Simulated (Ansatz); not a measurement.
A calculation with Ansatz (development build ahead of 0.2.0).

```yaml
crystal:
  periodic: [false, false, false]
  atoms:
    - { symbol: Mg, position_ang: [-0.97503, -0.97501, -0.97509] }
    - { symbol: O, position_ang: [-0.97504, -0.97508, 0.97496] }
    - { symbol: O, position_ang: [-0.97506, 0.97496, -0.97493] }
    - { symbol: Mg, position_ang: [-0.97495, 0.97505, 0.97507] }
    - { symbol: O, position_ang: [0.97493, -0.97496, -0.97494] }
    - { symbol: Mg, position_ang: [0.9751, -0.97499, 0.97497] }
    - { symbol: Mg, position_ang: [0.97502, 0.97508, -0.97495] }
    - { symbol: O, position_ang: [0.97502, 0.9751, 0.97501] }
basis:
  gaussian: { orbitals: cc-pVDZ }
hamiltonian:
  xc: hf
correlation:
  method: mp2
  frozen_orbitals: { Mg: 1, O: 1 }
```

The input is written out in the form of the current development build from the run's settings.

Results

```
Converged                       : yes
Reference energy                : -1098.19718 hartree
Correlation energy              : -0.92476 hartree
Total energy                    : -1099.12194 hartree
Spin squared of the determinant : 0.000
```
